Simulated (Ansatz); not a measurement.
Species: bromine, Br$_{2}$, charge 0, multiplicity 1. 
Structure (B3LYP-D3(BJ)/def2-TZVP (Ansatz, an electronic-structure program) minimum search):
SMILES: BrBr
```xyz
2

Br     0.0000     0.0000    -1.1579
Br     0.0000     0.0000     1.1579
```
Charge 0, spin multiplicity 1.

Basis-set convergence of Hartree-Fock and CCSD(T) correlation energies (hartree) with Ansatz. Correlated levels leave the core frozen unless marked. No spin-orbit coupling. The frozen core is the preceding noble-gas configuration, with the filled d and f shells of earlier blocks. Non-relativistic.

```
basis        functions        E(HF)  E(corr, CCSD(T))  rough core time
-----------  ---------  -----------  ----------------  ---------------
aug-cc-pVDZ         72  -5144.76079          -0.27475       under 20 s
aug-cc-pVTZ        118  -5144.91544          -0.37316       under 20 s
aug-cc-pVQZ        186  -5144.92111          -0.40567             23 s
```

Extrapolating the two largest sets (X = 3 and 4) as X^-3: E(corr) = (64·(-0.40567) - 27·(-0.37316))/37 = -0.4294 Eh, an estimate of the basis-set limit. The largest set recovers 94.5 % of it, the smallest 64.0 %.
